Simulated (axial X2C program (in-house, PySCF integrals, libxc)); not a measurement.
# TaH: nuclear properties from DFT to coupled cluster

Computed with an axial X2C code built on PySCF integrals: two-component X2C with atomic mean-field Coulomb and Gaunt terms, Gaussian nuclei, basis Ta dyall-acv3z, H dyall-av3z with contracted cores.

R = 1.770 Å (near the PBE0 minimum at charge 0 of the determinant lowest at the starting distance; the state shown can have its own minimum elsewhere); state Ω = 1 (⟨Sz⟩ = 1.98, ⟨Lz⟩ = -0.98 at PBE0).

```csv
level,Eeff magnitude (GV/cm),Ws magnitude Ta (kHz),A∥/gI Ta (MHz),A∥/gI H (MHz),μ (D)
PBE0,29.6,27.6,3440,-0.0567,-2.09
HF,32.7,30.7,3170,-1.53,-2.22
B3LYP,31.9,30,3330,5.06,-2.00
```

Eeff is the effective electric field on the electron electric dipole moment in this Ω state and Ws the scalar–pseudoscalar constant of the nucleus named (defined with the proton number Z and per Ω); A∥ (defined per Ω) follows by multiplying with gI = μI/(I μN); μ is positive if the H end (last atom) is positive. The operators were transformed with the bare-nucleus X2C matrices; with these basis sets, hyperfine constants and field gradients can be off by tens of per cent, and where levels differ in sign neither size nor sign is settled.

Finite-field MP2, CCSD and CCSD(T), with 14 electrons correlated in 130 natural virtual spinors (MP2 remainder added):

```
  level  Eeff magnitude (GV/cm)  Ws magnitude Ta (kHz)  A∥/gI Ta (MHz)  A∥/gI H (MHz)  μ (D)
    MP2                    31.6                   29.1            3250           2.07  -2.34
   CCSD                    32.8                   30.4            3190           3.78  -2.17
CCSD(T)                    33.1                   30.7            3130           4.97  -2.11
```

T1 = 0.020 (Lee–Taylor). One unrestricted determinant, the lowest of a limited PBE0 search, is the reference; the functionals treat spin collinearly. With several open shells it need not be a pure state. Correlation of the inner shells is missing, which matters for properties at the nucleus. Number of frozen shells: Ta 4 s, 3 p, 2 d, 1 f; H none.

**Question.** By how much does correlation change each value, CCSD(T) against HF?

**Answer.** Eeff magnitude 1 %; Ws magnitude Ta 0 %; A∥/gI Ta -1 %; A∥/gI H from -1.53 to 4.97, a change of sign; μ -5 %.
